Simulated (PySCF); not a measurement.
PySCF input for C₃H₆Cl, SMILES C[C](C)Cl, multiplicity 2, TDA-PBE0/def2-SVPD. Geometry: PBE0-D3(BJ)/def2-SVP. The isomer is the one that the SMILES or the coordinates give; other isomers of the formula were not compared.

```python
import numpy as np
from pyscf import gto, scf, dft, tdscf

mol = gto.M(
    atom='''
    C    -1.06590730    0.02494400   -1.30599173
    C    -0.39149415   -0.17536109   -0.00000000
    C    -1.06590729    0.02494400    1.30599174
    Cl    1.33158466    0.01517758   -0.00000000
    H    -1.11026949    1.09599233   -1.58996027
    H    -2.10120066   -0.34708067   -1.26255525
    H    -0.53707325   -0.50150180   -2.11478555
    H    -0.53707325   -0.50150181    2.11478555
    H    -1.11026948    1.09599233    1.58996027
    H    -2.10120066   -0.34708066    1.26255525
    ''',
    basis='def2-SVPD',
    charge=0,
    spin=1,
    max_memory=1600,
    verbose=4,
)
mf = dft.UKS(mol, xc='pbe0').density_fit(auxbasis='def2-universal-jkfit')
mf.grids.level = 3
mf.conv_tol = 1e-9
mf.max_cycle = 100
mf.kernel()
fine, coarse = mf.grids, dft.Grids(mol).set(level=1).build(with_non0tab=True)
for _ in range(3):  # follow internal instabilities
    mf.grids = coarse
    mo, _, stable, _ = mf.stability(return_status=True, nroots=4)
    mf.grids = fine
    if stable:
        break
    mf.kernel(mf.make_rdm1(mo, mf.mo_occ))
mf.grids = dft.Grids(mol).set(level=1).build(with_non0tab=True)  # coarser grid for the response kernel
td = tdscf.TDA(mf)
td.nstates = 10
td.conv_tol = 1e-4
td.positive_eig_threshold = 1e-6
td.kernel(x0=td.get_init_guess(mf, 15))
td.analyze()
```

Log of the run:

```
PySCF version 2.14.0

[INPUT] verbose = 4
[INPUT] num. atoms = 10
[INPUT] num. electrons = 41
[INPUT] charge = 0
[INPUT] spin (= nelec alpha-beta = 2S) = 1
[INPUT] symmetry False subgroup None
[INPUT] Mole.unit = angstrom
[INPUT] Symbol           X                Y                Z      unit          X                Y                Z       unit  Magmom
[INPUT]  1 C     -1.065907300000   0.024944000000  -1.305991730000 AA   -2.014272871175   0.047137328451  -2.467966690647 Bohr   0.0
[INPUT]  2 C     -0.391494150000  -0.175361090000   0.000000000000 AA   -0.739816722869  -0.331384433005   0.000000000000 Bohr   0.0
[INPUT]  3 C     -1.065907290000   0.024944000000   1.305991740000 AA   -2.014272852277   0.047137328451   2.467966709544 Bohr   0.0
[INPUT]  4 Cl     1.331584660000   0.015177580000   0.000000000000 AA    2.516330319072   0.028681469434   0.000000000000 Bohr   0.0
[INPUT]  5 H     -1.110269490000   1.095992330000  -1.589960270000 AA   -2.098105260561   2.071125338324  -3.004589459240 Bohr   0.0
[INPUT]  6 H     -2.101200660000  -0.347080670000  -1.262555250000 AA   -3.970693780155  -0.655887409431  -2.385883639632 Bohr   0.0
[INPUT]  7 H     -0.537073250000  -0.501501800000  -2.114785550000 AA   -1.014921351330  -0.947701052976  -3.996365501688 Bohr   0.0
[INPUT]  8 H     -0.537073250000  -0.501501810000   2.114785550000 AA   -1.014921351330  -0.947701071874   3.996365501688 Bohr   0.0
[INPUT]  9 H     -1.110269480000   1.095992330000   1.589960270000 AA   -2.098105241663   2.071125338324   3.004589459240 Bohr   0.0
[INPUT] 10 H     -2.101200660000  -0.347080660000   1.262555250000 AA   -3.970693780155  -0.655887390533   2.385883639632 Bohr   0.0

nuclear repulsion = 156.040279755183
number of shells = 59
number of NR pGTOs = 195
number of NR cGTOs = 135
basis = def2-SVPD
ecp = {}


******** <class 'pyscf.df.df_jk.DFUKS'> ********
method = DFUKS
initial guess = minao
damping factor = 0
level_shift factor = 0
DIIS = <class 'pyscf.scf.diis.CDIIS'>
diis_start_cycle = 1
diis_space = 8
diis_damp = 0
SCF conv_tol = 1e-09
SCF conv_tol_grad = None
SCF max_cycles = 100
direct_scf = False
number electrons alpha = 21  beta = 20
XC library pyscf.dft.libxc version 7.1.2
    S. Lehtola, C. Steigemann, M. J. T. Oliveira, and M. A. L. Marques,  SoftwareX 7, 1–5 (2018)
XC functionals = pbe0
    C. Adamo and V. Barone,  J. Chem. Phys. 110, 6158 (1999)
    M. Ernzerhof and G. E. Scuseria,  J. Chem. Phys. 110, 5029 (1999)
radial grids:
    Treutler-Ahlrichs [JCP 102, 346 (1995); DOI:10.1063/1.469408] (M4) radial grids

becke partition: Becke, JCP 88, 2547 (1988); DOI:10.1063/1.454033
pruning grids: <function nwchem_prune>
grids dens level: 3
symmetrized grids: False
atomic radii adjust function: <function treutler_atomic_radii_adjust>
small_rho_cutoff = 0
Set gradient conv threshold to 3.16228e-05
tot grids = 120088
******** <class 'pyscf.df.df.DF'> ********
auxbasis = def2-universal-jkfit
init E= -577.745358289915
  alpha nocc = 21  HOMO = -0.156553500698357  LUMO = -0.0105364228779719
  beta  nocc = 20  HOMO = -0.35631842007018  LUMO = -0.156553500698357

WARN: HOMO -0.156553500698357 >= LUMO -0.156553500698357

cycle= 1 E= -577.546234117665  delta_E= 0.199  |g|= 0.202  |ddm|= 2.87
  alpha nocc = 21  HOMO = -0.192372474291186  LUMO = 0.0310262351767268
  beta  nocc = 20  HOMO = -0.291978135567048  LUMO = -0.0517522612145593
  HOMO = -0.192372474291  LUMO = -0.0517522612146  gap/eV = 3.82647
cycle= 2 E= -577.551959479917  delta_E= -0.00573  |g|= 0.195  |ddm|= 0.573
  alpha nocc = 21  HOMO = -0.197182065765697  LUMO = 0.0254138474982328
  beta  nocc = 20  HOMO = -0.316396750296634  LUMO = -0.04932786606263
  HOMO = -0.197182065766  LUMO = -0.0493278660626  gap/eV = 4.02332
cycle= 3 E= -577.570888579901  delta_E= -0.0189  |g|= 0.0206  |ddm|= 0.242
  alpha nocc = 21  HOMO = -0.208536242022857  LUMO = 0.024988331719733
  beta  nocc = 20  HOMO = -0.321385181078798  LUMO = -0.0530103835114573
  HOMO = -0.208536242023  LUMO = -0.0530103835115  gap/eV = 4.23207
cycle= 4 E= -577.571071653599  delta_E= -0.000183  |g|= 0.0163  |ddm|= 0.0841
  alpha nocc = 21  HOMO = -0.205497389953737  LUMO = 0.0255454913980921
  beta  nocc = 20  HOMO = -0.319569999242358  LUMO = -0.047492364978067
  HOMO = -0.205497389954  LUMO = -0.0474923649781  gap/eV = 4.29954
cycle= 5 E= -577.571230309966  delta_E= -0.000159  |g|= 0.00379  |ddm|= 0.0285
  alpha nocc = 21  HOMO = -0.2059543330672  LUMO = 0.0253450186793174
  beta  nocc = 20  HOMO = -0.318590631501902  LUMO = -0.0471007971509829
  HOMO = -0.205954333067  LUMO = -0.047100797151  gap/eV = 4.32262
cycle= 6 E= -577.571240489382  delta_E= -1.02e-05  |g|= 0.00179  |ddm|= 0.0108
  alpha nocc = 21  HOMO = -0.206209217554373  LUMO = 0.0253918818808105
  beta  nocc = 20  HOMO = -0.31899616638999  LUMO = -0.0469014081941359
  HOMO = -0.206209217554  LUMO = -0.0469014081941  gap/eV = 4.33499
cycle= 7 E= -577.571243081388  delta_E= -2.59e-06  |g|= 0.000345  |ddm|= 0.00473
  alpha nocc = 21  HOMO = -0.206216419218774  LUMO = 0.0254045240488678
  beta  nocc = 20  HOMO = -0.318935049601638  LUMO = -0.0468724525421567
  HOMO = -0.206216419219  LUMO = -0.0468724525422  gap/eV = 4.33597
cycle= 8 E= -577.571243209645  delta_E= -1.28e-07  |g|= 0.000132  |ddm|= 0.00117
  alpha nocc = 21  HOMO = -0.20621999145177  LUMO = 0.0254018469845834
  beta  nocc = 20  HOMO = -0.318962789409706  LUMO = -0.0468849131489772
  HOMO = -0.206219991452  LUMO = -0.046884913149  gap/eV = 4.33573
cycle= 9 E= -577.571243225402  delta_E= -1.58e-08  |g|= 2.98e-05  |ddm|= 0.000428
  alpha nocc = 21  HOMO = -0.20621649800569  LUMO = 0.0254015821172948
  beta  nocc = 20  HOMO = -0.318958582500018  LUMO = -0.0468860969044265
  HOMO = -0.206216498006  LUMO = -0.0468860969044  gap/eV = 4.33560
cycle= 10 E= -577.571243226465  delta_E= -1.06e-09  |g|= 1.24e-05  |ddm|= 0.000108
  alpha nocc = 21  HOMO = -0.206216539442865  LUMO = 0.0254019849909106
  beta  nocc = 20  HOMO = -0.318960317384324  LUMO = -0.0468869296913508
  HOMO = -0.206216539443  LUMO = -0.0468869296914  gap/eV = 4.33558
cycle= 11 E= -577.571243226606  delta_E= -1.41e-10  |g|= 4.01e-06  |ddm|= 4.56e-05
  alpha nocc = 21  HOMO = -0.20621652046295  LUMO = 0.0254021391464194
  beta  nocc = 20  HOMO = -0.318960220357068  LUMO = -0.0468866791365841
  HOMO = -0.206216520463  LUMO = -0.0468866791366  gap/eV = 4.33559
Extra cycle  E= -577.571243226613  delta_E= -6.37e-12  |g|= 2.77e-06  |ddm|= 1.54e-05
converged SCF energy = -577.571243226613  <S^2> = 0.75518582  2S+1 = 2.0051791
tot grids = 36688
uhf_internal: lowest eigs of H = [0.3321625  0.36219621 0.40117685 0.44773686]
<class 'pyscf.df.df_jk.DFUKS'> wavefunction is stable in the internal stability analysis
tot grids = 36688
Overwritten attributes  positive_eig_threshold  of <class 'pyscf.tdscf.uks.TDA'>


******** <class 'pyscf.tdscf.uks.TDA'> for <class 'pyscf.df.df_jk.DFUKS'> ********
nstates = 10
deg_eia_thresh = 1.000e-03
wfnsym = None
conv_tol = 0.0001
eigh lindep = 1e-12
eigh level_shift = 0
eigh max_cycle = 100


Excitation energies (eV)
[4.66088909 4.98492733 5.5345875  6.06278263 6.3398923  6.47552284
 6.57284619 6.91244799 6.94977876 7.14784898]

** Excitation energies and oscillator strengths **
Excited State   1:      4.66089 eV    266.01 nm  f=0.0036
      21a ->   22a     -0.25244
      21a ->   23a     -0.93805
      21a ->   25a      0.11060
      21a ->   29a     -0.10921
      21a ->   32a     -0.10535
Excited State   2:      4.98493 eV    248.72 nm  f=0.0115
      21a ->   22a      0.95951
      21a ->   23a     -0.25348
Excited State   3:      5.53459 eV    224.02 nm  f=0.0000
      20b ->   21b      0.99081
Excited State   4:      6.06278 eV    204.50 nm  f=0.0028
      21a ->   24a      0.99565
Excited State   5:      6.33989 eV    195.56 nm  f=0.0512
      21a ->   25a      0.19485
      21a ->   26a      0.29947
      19b ->   21b      0.91621
Excited State   6:      6.47552 eV    191.47 nm  f=0.0069
      21a ->   23a     -0.12440
      21a ->   25a     -0.94583
      21a ->   26a     -0.13380
      19b ->   21b      0.24110
Excited State   7:      6.57285 eV    188.63 nm  f=0.0222
      21a ->   25a      0.20415
      21a ->   26a     -0.93648
      19b ->   21b      0.25411
Excited State   8:      6.91245 eV    179.36 nm  f=0.0065
      21a ->   28a      0.97489
      18b ->   21b     -0.15751
Excited State   9:      6.94978 eV    178.40 nm  f=0.0044
      21a ->   27a     -0.98708
Excited State  10:      7.14785 eV    173.46 nm  f=0.0042
      21a ->   29a     -0.98411

** Transition electric dipole moments (AU) **
state          X           Y           Z        Dip. S.      Osc.
  1         0.1757     -0.0186     -0.0000      0.0312      0.0036
  2         0.0719     -0.2977     -0.0000      0.0938      0.0115
  3         0.0000     -0.0000      0.0133      0.0002      0.0000
  4        -0.0000      0.0000     -0.1385      0.0192      0.0028
  5         0.5664      0.0932      0.0000      0.3295      0.0512
  6         0.1809      0.1044      0.0000      0.0436      0.0069
  7         0.0670     -0.3652      0.0000      0.1379      0.0222
  8        -0.1588      0.1136      0.0000      0.0381      0.0065
  9         0.0000     -0.0000      0.1611      0.0260      0.0044
 10        -0.1443     -0.0540      0.0000      0.0237      0.0042

** Transition velocity dipole moments (imaginary part, AU) **
state          X           Y           Z        Dip. S.      Osc.
  1         0.0097      0.0672     -0.0000      0.0046      0.0179
  2         0.0072     -0.0477     -0.0000      0.0023      0.0085
  3        -0.0000     -0.0000      0.0113      0.0001      0.0004
  4        -0.0000      0.0000     -0.0217      0.0005      0.0014
  5         0.0550      0.0151      0.0000      0.0033      0.0093
  6         0.0170      0.0164      0.0000      0.0006      0.0016
  7        -0.0171     -0.0696      0.0000      0.0051      0.0142
  8        -0.0393      0.0580      0.0000      0.0049      0.0129
  9         0.0000     -0.0000      0.0321      0.0010      0.0027
 10        -0.0330     -0.0139      0.0000      0.0013      0.0033

** Transition magnetic dipole moments (imaginary part, AU) **
state          X           Y           Z
  1        -0.0000      0.0000     -0.1174
  2         0.0000      0.0000     -0.0359
  3         0.5767     -0.0162      0.0000
  4        -0.3437     -0.0036      0.0000
  5        -0.0000      0.0000      0.0939
  6        -0.0000     -0.0000     -0.3692
  7        -0.0000     -0.0000     -0.0810
  8         0.0000     -0.0000      0.0442
  9         0.0832     -0.1014      0.0000
 10        -0.0000      0.0000     -0.0500
```

The calculation finished and met its thresholds.

Cost: very roughly 4 core-minutes.
